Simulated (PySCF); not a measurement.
Sc₂O, triplet: structure and spectrum

Computed with PySCF, UPBE0, basis O def2-SVP, Sc def2-SVP (no relativity, density fitting).

The structure is a minimum.

Coordinates in bohr (charge 0 multiplicity 3):
```
O    -0.1260    0.0000   -1.3577
Sc    3.1343    0.0000    0.2387
Sc   -3.0905    0.0000    0.2185
```

```
Point group                                                                   : Cs
Bond lengths                                                                  : O–Sc 1.777 Å, O–Sc 1.921 Å, Sc–Sc 3.294 Å
Bond angles                                                                   : O–Sc–Sc 25.9°, O–Sc–Sc 28.2°, Sc–O–Sc 125.9°
Rotational constants                                                          : 1.764, 0.06909, 0.06649 cm⁻¹
Heat capacity Cp at 298.15 K                                                  : 49.3 J/(mol K)
Spin squared ⟨S²⟩                                                             : 2.228
Atomisation energy without zero-point energy                                  : 925 kJ/mol
Dipole moment                                                                 : 1.48 D
Enthalpy at 298.15 K above 0 K                                                : 12.86 kJ/mol
Rotational symmetry number                                                    : 1
Principal polarisabilities                                                    : 117.4, 132.7, 269.8 bohr³
Entropy at 298.15 K and 1 bar (electronic part: spin only)                    : 303.8 J/(mol K)
Highest occupied level (α)                                                    : -4.00 eV
Zero-point energy                                                             : 8.1 kJ/mol
Lowest empty level (β)                                                        : -1.83 eV
Principal quadrupole moments (Buckingham, traceless) about the centre of mass : -4.70, -2.26, 6.96 D Å
```

Harmonic modes (masses in u: O 15.995, Sc 44.956):
```json
{"symmetry": "a'", "ω (cm⁻¹)": "48", "IR (km/mol)": "11.6", "μ (u)": "28.49"}
{"symmetry": "a'", "ω (cm⁻¹)": "539", "IR (km/mol)": "17.4", "μ (u)": "22.26"}
{"symmetry": "a'", "ω (cm⁻¹)": "773", "IR (km/mol)": "130", "μ (u)": "18.59"}
```

Charges (e):
```tsv
atom	Mulliken	Löwdin	polar tensor	spin (Mulliken)	Mayer order to O1
O1	-0.62	-0.10	-0.66	-0.02	–
Sc2	0.39	0.12	0.45	1.94	0.87
Sc3	0.22	-0.02	0.21	0.08	1.34
```

Mulliken populations on O1: s 3.87, p 4.74, d 0.00.

Outer orbital energies (eV). α occupied: -23.89, -9.91, -9.25, -9.18, -4.69, -4.14, -4.00; empty: -1.40, -1.31, -0.99, -0.95. β occupied: -23.90, -9.88, -9.26, -9.19, -4.36; empty: -1.83, -1.41, -1.29, -0.77.

The determinant is spin-contaminated (⟨S²⟩ = 2.23, pure value 2.00). Other isomers or separated fragments may lie lower. Other spin states or occupations of the open shell can lie lower.

The final relaxation and frequency run took about 2.7 core-minutes on a shared host.
